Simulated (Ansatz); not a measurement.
C$_{2}$H$_{3}$BCl$_{2}$O, relaxed with RKS PBE0-D4/def2-TZVP in the Gaussian-basis code of Ansatz from a PBE-D4/def2-SVP geometry. The force threshold is 0.005 eV/Å; the program also tests the step.

Total charge 0; spin multiplicity 1. The bonds changed during the relaxation, so this is another structure than the one it started from.

Start:

```xyz
9

Cl    0.254   -1.415    2.052
C     0.413   -0.027    0.900
Cl    1.708    1.108    1.455
B     0.536   -0.458   -0.622
C    -0.839    0.306   -0.764
O    -0.808    0.624    0.679
H     1.326   -1.075   -1.293
H    -1.739   -0.295   -1.026
H    -0.851    1.233   -1.381
```

By how much does the energy fall, and how many steps does the optimiser take? (Best estimate.)

Computed: 112.59 kJ/mol, in 31 steps, 1 of them rejected.

Which bonds change most? (An estimate is asked.)

Computed: Cl3–B4 from 2.853 to 1.819 Å; Cl1–C2 from 1.810 to 1.678 Å; C2–O6 from 1.401 to 1.272 Å; B4–C5 from 1.580 to 1.646 Å.

Give the relaxed structure. (An estimate is asked.)

Computed: 
```xyz
9

Cl    0.128   -1.154    2.524
C    -0.044   -0.496    0.990
Cl    2.127    1.146   -0.075
B     0.800   -0.075   -0.308
C    -0.717    0.426   -0.703
O    -1.217   -0.213    0.587
H     1.137   -1.082   -0.884
H    -1.269   -0.038   -1.518
H    -0.944    1.487   -0.614
```
